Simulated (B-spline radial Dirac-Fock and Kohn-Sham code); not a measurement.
Method: Dirac-Fock energy differences between relaxed states, corrected for Breit and QED terms. Computed with an atomic code on a B-spline grid. The model has no electron correlation.

Question: Identify the element and charge state from the binding energies below (tabulated ground configuration; the least bound level is included).

```tsv
level	binding energy (eV)
2s	13668.7
3d3/2	2355.8
4s	932.0
4d5/2	532.8
5s	310.7
4f7/2	291.7
5p	261.2
```

Answer: Ir¹²⁺: Z = 77 with 65 electrons, [Kr] 4d10 4f14 5s2 5p3.

Question: Identify the element and charge state from the binding energies below (tabulated ground configuration; the least bound level is included).

| level | binding energy (eV) |
| --- | --- |
| K | 76191.2 |
| L3 | 13157.8 |
| M3 | 4621.6 |
| M4 | 4216.1 |
| M5 | 4141.0 |
| N1 | 2496.3 |
| N2,3 | 2323.9 |

Answer: Os⁴⁵⁺: Z = 76 with 31 electrons, [Ar] 3d10 4s2 4p1. The hydrogen-like estimate √(E/Ry) = 74.8 for the K level lies 1.2 below Z (screening lowers it, relativity raises it); the outermost level, at 2323.9 eV, fixes the charge.
